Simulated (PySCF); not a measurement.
BeH4SSi.

```xyz
7

Be     0.0066     0.1049    -0.1358
S      0.4929     1.2421    -1.5795
H      1.7897     1.1675    -1.2225
Si    -0.5469    -1.2031     1.5161
H     -1.4131    -2.3322     1.0690
H     -1.2904    -0.4779     2.5864
H      0.6574    -1.8078     2.1574
```

Geometry optimised at PBE0-D3(BJ)/def2-TZVP. The values are those of a single conformer.

These are PySCF with B3LYP/pcSseg-2 values and carry that method's errors. Non-relativistic, no solvent.

Task: Give the absolute GIAO shielding of each atom: isotropic value and principal components (ppm). (The exact figures need the calculation; the answer reports its results.)

Result: 
```json
[
 {"atom": "Be1", "σ(iso)": "70.6", "σ11": "28.8", "σ22": "30.7", "σ33": "152.3", "span": "123.5"},
 {"atom": "S2", "σ(iso)": "646.8", "σ11": "489.9", "σ22": "647.0", "σ33": "803.5", "span": "313.6"},
 {"atom": "H3", "σ(iso)": "31.1", "σ11": "25.9", "σ22": "27.6", "σ33": "39.8", "span": "13.9"},
 {"atom": "Si4", "σ(iso)": "472.2", "σ11": "459.6", "σ22": "477.8", "σ33": "479.3", "span": "19.7"},
 {"atom": "H5", "σ(iso)": "28.6", "σ11": "25.9", "σ22": "26.3", "σ33": "33.5", "span": "7.5"},
 {"atom": "H6", "σ(iso)": "28.6", "σ11": "25.9", "σ22": "26.3", "σ33": "33.5", "span": "7.6"},
 {"atom": "H7", "σ(iso)": "28.6", "σ11": "26.1", "σ22": "26.4", "σ33": "33.3", "span": "7.3"}
]
```
